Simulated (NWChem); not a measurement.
Molecule: InSiH5; SMILES [SiH3][InH2]

Computed with NWChem. Geometry: optimised at PBE0/def2-SVP. def2 effective core potentials on In; no spin-orbit coupling. Vertical excitations in the gas phase; the lowest state need not have the same character in each row.

Question: Order these by “lowest excitation, singlet (eV)”, lowest first: B3LYP/def2-SVP, TDA; PBE0/def2-SVP, TDA; PBE/def2-SVP, TDA.

Answer: PBE/def2-SVP, TDA (3.73), B3LYP/def2-SVP, TDA (3.87), PBE0/def2-SVP, TDA (4.02)
